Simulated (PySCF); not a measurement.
NMR data simulated for an unnamed compound:

¹H NMR (600 MHz, computed): δ 8.57 (m, 1H), 8.42 (m, 1H), 2.86 (s, 6H), 2.09 (s, 3H).

¹³C{¹H} NMR (computed): δ 169.6 (CH2), 112.7 (C), 82.0 (C), 38.9 (CH3), 5.6 (CH3).

Level of theory: GFN2-xTB geometry, σ from GIAO-PBE0/pcSseg-1, in PySCF 2.14 (in vacuum, non-relativistic Hamiltonian, one conformer, one averaged value for each set of equivalent atoms).

References, each an isolated molecule treated in the same way: ¹H, ¹³C vs TMS.

Problem. Which of these does the molecule contain: a C≡C triple bond, an N-methyl group, an aldehyde, a non-aromatic C=C double bond, a three-membered ring?

Solution. 
- A C≡C triple bond: yes (δC 82.0, 112.7).
- An N-methyl group: yes (δC 38.9; δH 2.86 (s)).
- An aldehyde: no.
- A non-aromatic C=C double bond: no.
- A three-membered ring: no.

The data belong to `C=N[Si@](Cl)(C#CC)N(C)C`, C$_{6}$H$_{11}$ClN$_{2}$Si; they needn't prove each group on their own.

Carbon signals by region: 1 in the far downfield region (above 160 ppm), 1 in the sp2 and nitrile region (100–160 ppm), 1 at 50–100 ppm, 2 below 50 ppm. Above 160 ppm: 169.6, C=N carbon.

Shifts are as computed. Against solution values, carbons near 30 ppm lie about +3 ppm off and those near 130 ppm about +5 ppm. Of 1309 compounds with measured shifts, 239 miss one by over three times the rms of a fit or turn the order of signals round; such compounds aren't used in these exercises. No couplings were computed; multiplicities are counted from neighbouring protons, with m where these are inequivalent, close in shift, in a saturated or five-membered ring or joined by F or P, and br s for small geminal =CH2 splittings.
